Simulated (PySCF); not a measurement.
A GIAO shielding run with PySCF (density fitting, non-relativistic, gas phase) on `CC#C[Si@@H]1O[SiH2]C[C@@H]1C`, C6H12OSi2:

```
$ OMP_NUM_THREADS=1 python probes_run.py task.json out

{"job": {"kind": "nmr", "xc": "PBE0", "basis": "pcSseg-1"}, "charge": 0, "multiplicity": 1}
C      3.449754     1.922759    -1.092029
C      2.322669     1.530134    -0.267968
C      1.379624     1.192640     0.428464
Si    -0.065005     0.697453     1.431824
O      0.095905    -0.887345     1.962637
Si    -0.838195    -2.003575     1.119259
C     -1.557542    -0.885284    -0.230330
C     -1.620976     0.545594     0.350227
C     -1.815618     1.629131    -0.702692
H      4.088056     1.054672    -1.320736
H      4.070679     2.674152    -0.579798
H      3.110993     2.355643    -2.046090
H     -0.199834     1.611641     2.598421
H      0.007540    -3.114315     0.593104
H     -1.882241    -2.577770     2.021700
H     -2.537370    -1.220796    -0.610274
H     -0.862336    -0.903325    -1.089534
H     -2.463777     0.587654     1.067562
H     -0.968070     1.648974    -1.406591
H     -2.734109     1.459244    -1.288273
H     -1.891203     2.631079    -0.250191
```

Hardware: 1 thread of an Arm Neoverse N1, shared host. The job also computes population analyses, field gradients, ring-centre shieldings.

**Question.** How large is the calculation?

**Answer.** 84 electrons, 227 basis functions and 1221 auxiliary functions.

**Question.** How long does it take, and how much memory does it need?

**Answer.** 110 s of wall time, with 15 SCF cycles and 5 response iterations; peak memory 1.1 GiB. Times on a shared host scatter by some tens of per cent.

**Question.** And these other runs on the same molecule and hardware: GIAO shielding at WP04/pcSseg-1?

**Answer.** WP04/pcSseg-1: 227 functions, 85 s.
